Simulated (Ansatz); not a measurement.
Basis sets compared for GaCl2I (GaICl2). Charge 0, multiplicity 1. Geometry PBE0-D4/def2-SVP. Ansatz on 4 threads of Arm Neoverse V1 on a shared host; times are rough, and most runs start from earlier orbitals.

```
atom    x (Å)    y (Å)    z (Å)
 Ga1   0.0333   0.0443  -0.0318
 Cl2  -0.5608   2.0884  -0.0137
 Cl3   1.7727  -0.4745  -1.1439
  I4  -1.2451  -1.6582   1.1894
```

In the def2 sets I takes a core potential; there is no spin–orbit coupling.

Binding counts from free atoms (Ga doublet, Cl doublet, I doublet) in the same basis, without a counterpoise term.

| level | functions | energy (Eh) | HOMO (eV) | LUMO (eV) | binding per atom (eV) | wall time |
| --- | --- | --- | --- | --- | --- | --- |
| PBE-D4/def2-SVP | 94 | -3141.9091 | -7.00 | -2.98 | 2.66 | 0.9 s |
| PBE0-D4/def2-SVP | 94 | -3142.0531 | -8.22 | -2.14 | 2.63 | 1.4 s |

Q: Estimate the rows for PBE-D4/def2-TZVP (with forces), PBE0-D4/def2-TZVP.

A: 
```json
{"level": "PBE-D4/def2-TZVP (with forces)", "functions": "172", "energy (Eh)": "-3142.4861", "HOMO (eV)": "-7.12", "LUMO (eV)": "-3.11", "binding per atom (eV)": "2.64", "wall time": "2 s"}
{"level": "PBE0-D4/def2-TZVP", "functions": "172", "energy (Eh)": "-3142.6256", "HOMO (eV)": "-8.29", "LUMO (eV)": "-2.24", "binding per atom (eV)": "2.62", "wall time": "3.1 s"}
```
